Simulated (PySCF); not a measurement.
## Two-component Hartree-Fock for Pt³⁶⁺ (platinum, charge +36)

Start: [Kr] 4d6; 4d3/2 filled at m_j = -3/2, -1/2, +1/2, +3/2; 4d5/2 filled at m_j = +3/2, +5/2. Calculated with PySCF 2.14 in an even-tempered Gaussian basis (17 s from 3.9 bohr⁻², ratio 2.8; 14 p from 5.1 bohr⁻², ratio 2.8; 9 d from 5.1 bohr⁻², ratio 2.8; 3 f from 21 bohr⁻², ratio 3): generalised Hartree-Fock with the X2C-1e Hamiltonian and a Gaussian nucleus; one run each with spin-orbit coupling (SO) switched off, then screened by Boettger's factors.

```
spinor shell  electrons  ε, spin-free (eV)  ε, screened SO (eV)  weight of nominal j (screened SO)  rms radius, screened SO (bohr)
       1s1/2          2           -80334.9             -80304.7                              1.000                          0.0194
       2s1/2          2           -15508.8             -15498.4                              1.000                          0.0783
       2p1/2          2           -13652.1             -14896.1                              1.000                          0.0663
       2p3/2          4           -13652.1             -13158.4                              1.000                          0.0742
       3s1/2          2            -4839.6              -4835.8                              1.000                           0.198
       3p1/2          2            -4288.0              -4568.5                              1.000                           0.190
       3p3/2          4            -4288.0              -4173.3                              1.000                           0.205
       3d3/2          4            -3687.8              -3739.2                              1.000                           0.179
       3d5/2          6            -3687.8              -3649.8                              1.000                           0.184
       4s1/2          2            -2072.5              -2070.9                              1.000                           0.412
       4p1/2          2            -1864.3              -1956.9                              0.999                           0.414
       4p3/2          4            -1864.3              -1825.2                              0.999                           0.444
       4d3/2          4            -1638.8              -1649.8                              0.982                           0.429
       4d5/2          2            -1638.8              -1625.5                              0.983                           0.436
```

| quantity | spin-free | screened SO |
| --- | --- | --- |
| E (hartree) | -17652.30890 | -17680.56842 |
| M_J | 4 | 4 |
| ⟨J²⟩ | 20.001 | 20.010 |
| ⟨L²⟩ | 6.000 | 12.300 |
| ⟨S²⟩ | 6.000 | 3.144 |

Each row is a mean over spinors that exchange with the open shell spreads, by up to 23.251 eV (4p3/2).

Breit and QED terms are absent; they matter most for the inner s and p1/2 levels.

Densities and radii are taken from the X2C orbitals without a picture-change correction, which distorts them close to the nucleus.

Without spin-orbit coupling the j labels of p, d and f shells carry no meaning; the spin-free column gives the mean over the occupied spinors of each nl shell.
